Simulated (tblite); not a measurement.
Compound: C4H13AsGaN.
Geometry (GFN2-xTB, Å), atoms numbered from 1 in this order:
```xyz
20
C4H13AsGaN angstrom
As     2.5382    0.2235   -0.7904
Ga     1.0804   -1.7753    0.6318
N     -0.5521   -0.9442    0.5543
C     -1.4258   -0.9990   -0.6015
C     -1.3382    0.4118   -1.2100
C     -1.0430    1.3147    0.0020
C     -0.8719    0.3258    1.1758
H      2.1369    1.3869   -1.6489
H      2.4941    1.0964    0.4158
H      3.9786    0.5918   -0.9918
H      1.2618   -3.0172   -0.2759
H      1.9326   -1.5300    1.9090
H     -1.1045   -1.7854   -1.2925
H     -2.4601   -1.2039   -0.2867
H     -0.5086    0.4488   -1.9248
H     -2.2546    0.6930   -1.7257
H     -1.8513    2.0185    0.1938
H     -0.1204    1.8832   -0.1548
H     -0.0803    0.6221    1.8736
H     -1.8170    0.2491    1.7341
```

Computed with GFN2-xTB (tblite): harmonic, unscaled wavenumbers at the GFN2-xTB geometry, gas phase. The method is semi-empirical: single wavenumbers can be off by several per cent or more. Modes of hydrogen on arsenic and gallium can be 10 to 20 % off. One conformer, not necessarily the lowest.

Harmonic wavenumbers (cm⁻¹): 38.9, 46.1, 59.7, 99.7, 108.4, 125.7, 131.4, 153.5, 192.3, 290.9, 344.0, 394.0, 429.8, 491.5, 631.8, 661.4, 677.4, 825.5, 874.4, 944.0, 965.6, 968.9, 978.2, 1008.9, 1009.1, 1030.2, 1087.8, 1088.2, 1140.8, 1167.4, 1171.6, 1208.4, 1237.5, 1282.5, 1283.5, 1299.5, 1305.8, 1462.4, 1474.2, 1476.7, 1489.7, 1659.9, 1700.9, 1913.0, 1919.3, 2003.5, 2845.1, 2849.0, 2903.2, 2908.7, 2919.3, 2930.1, 3001.1, 3011.2.

A = 1368, B = 863.6, C = 617.6 MHz; mass 218.952 u (most abundant isotopes); point group C1, symmetry number 1.

Problem. What is the zero-point energy?

Solution. ½Σν̃ = 32611 cm⁻¹ = 390.11 kJ/mol.

Problem. Give the ideal-gas entropy at 298.15 K and 1 bar in the rigid-rotor, harmonic-oscillator model (classical rotation).

Solution. Translation 176.06, rotation 127.47, vibration 167.92: S = 471.5 J/(mol K).

Problem. And Cp and H(298.15 K) − H(0)?

Solution. Cp = 176.44 J/(mol K), of which vibrations give 143.18 (their classical limit is 54 R = 449.0); H(298.15 K) − H(0) = 34.03 kJ/mol without the zero-point energy, 24.12 from vibrations.

Problem. Blend soft modes into free rotors: weight 1/[1 + (100 cm⁻¹/ν̃)⁴] for the oscillator and the rest for a rotor with moment μB/(μ + B), μ = h/(8π²ν), B = 10⁻⁴⁴ kg m². What vibrational entropy results?

Solution. 149.11 J/(mol K) in place of 167.92, which changes −T·S at 298.15 K by +5.61 kJ/mol.

Problem. Which modes carry the vibrational entropy at 298.15 K?

Solution. 38.9 cm⁻¹: 22.24; 46.1 cm⁻¹: 20.83; 59.7 cm⁻¹: 18.69; 99.7 cm⁻¹: 14.48; 108.4 cm⁻¹: 13.80; 125.7 cm⁻¹: 12.60 J/(mol K); the other 48 give 65.29 together.

Problem. How do the functions run with temperature in this model?

Solution. 
| T (K) | S (J/(mol K)) | Cp (J/(mol K)) | H − H(0) (kJ/mol) | G − H(0) (kJ/mol) | ln q(vib) |
| --- | --- | --- | --- | --- | --- |
| 50 | 269.5 | 71.9 | 2.49 | -10.99 | 1.07 |
| 100 | 328.9 | 99.7 | 6.85 | -26.04 | 3.18 |
| 373.15 | 514.5 | 208.3 | 48.47 | -143.52 | 12.85 |
| 500 | 582.5 | 257.3 | 78.09 | -213.16 | 16.70 |
| 750 | 701.2 | 327.6 | 151.86 | -374.02 | 23.78 |
| 1000 | 802.0 | 372.3 | 239.76 | -562.26 | 30.28 |

q(vib) and H(0) count from the zero-point level.

Problem. What must be added to the electronic energy to get the Gibbs energy at 298.15 K and 1 bar?

Solution. ZPE + [H(298.15 K) − H(0)] − T·S = 390.11 + 34.03 − 140.56 = 283.58 kJ/mol.

Hindered rotation and anharmonicity are outside this model. Other conformers, if any are populated, would add a mixing term that is left out. The structure is chiral; the term R ln 2 for an equal mix with its mirror image is left out.

On one thread of an Intel Xeon at 2.80 GHz, no GPU, shared host, this took 1.2 s wall. The figure is for the frequency step alone.
